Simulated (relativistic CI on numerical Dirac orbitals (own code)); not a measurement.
**Ho V: sensitivity of the levels to the model**

Base calculation: Dirac-Coulomb-Breit CI, separate exchange-only KLI orbitals for each configuration, QED by a radiative potential, valence Slater integrals scaled by 0.85, P86 correlation energy added to each configuration.

CI space (outside the closed core [Kr] 4d10): 4f9.5s2.5p6, 4f8.5s2.5p6.5d, 4f11.5s2.5p4, 4f10.5s2.5p5, 4f8.5s2.5p6.6s, 4f8.5s2.5p6.6p, 4f8.5s2.5p6.7s, 4f8.5s2.5p6.7p, 4f11.5p6, 4f10.5s.5p6, 4f8.5s2.5p6.8s. Levels of other configurations are missing.

Variants: (1) no correlation estimate; (2) self-excluded LDA correlation estimate; (3) configuration mixing switched off; (4) non-relativistic limit. Shifts of the energy above 4f9.5s2.5p6 6H°_15/2, in cm⁻¹, for the lowest level and the first level of each name with at least 55 % of one term (blank where a level changes its place among those of its configuration and J or its character, or is not in the variant):

```tsv
Level	Base	Δ(1)	Δ(2)	Δ(3)	Δ(4)
4f9.5s2.5p6 6H°_15/2	0.0	0.0	0.0	0.0	0.0
4f9.5s2.5p6 6H°_13/2	4222.1	0.0	0.0	-5.7	-4222.1
4f9.5s2.5p6 6H°_11/2	6949.1	+0.1	0.0	+9.1	-6949.1
4f9.5s2.5p6 6H°_9/2	9099.3	+0.1	-0.1	+16.9	-9099.3
4f9.5s2.5p6 6F°_11/2	9643.1	+0.3	-0.2	+57.3	-2700.5
4f9.5s2.5p6 6H°_7/2	10791.2	+0.1	-0.1	+19.8	-10791.1
4f9.5s2.5p6 6F°_9/2	10848.6	+0.5	-0.3	+89.3	-3905.9
4f9.5s2.5p6 6H°_5/2	12038.1	+0.2	-0.1	+23.8	-12038.1
4f9.5s2.5p6 6F°_7/2	13294.6	+0.4	-0.3	+77.1	-6352.0
4f9.5s2.5p6 6F°_5/2	15019.1	+0.4	-0.2	+70.0	-8076.4
4f9.5s2.5p6 6F°_3/2	15860.4	+0.4	-0.2	+73.3	-8917.7
4f9.5s2.5p6 6F°_1/2	16544.4	+0.3	-0.2	+68.6	-9601.7
4f9.5s2.5p6 4F°_9/2	22276.9	+1.7	-1.0	+258.0	
4f9.5s2.5p6 4G°_11/2	24712.1	+1.9	-1.1	+309.9
```

At this charge configurations can still be misplaced by up to about 7 % of their energy. Levels and lines within the n = 5 or 6 shells can be off by up to 10 % or somewhat more, and those that change n by about 2 %, since core polarisation is missing.

Ionisation energy from the two ground configurations alone: base 74.49 eV; no correlation estimate 73.04 eV; self-excluded LDA correlation estimate 74.75 eV.

LS names give the leading component of a level, which can be under half, so a name can repeat, a term be missing and a line seem to break the LS rules.
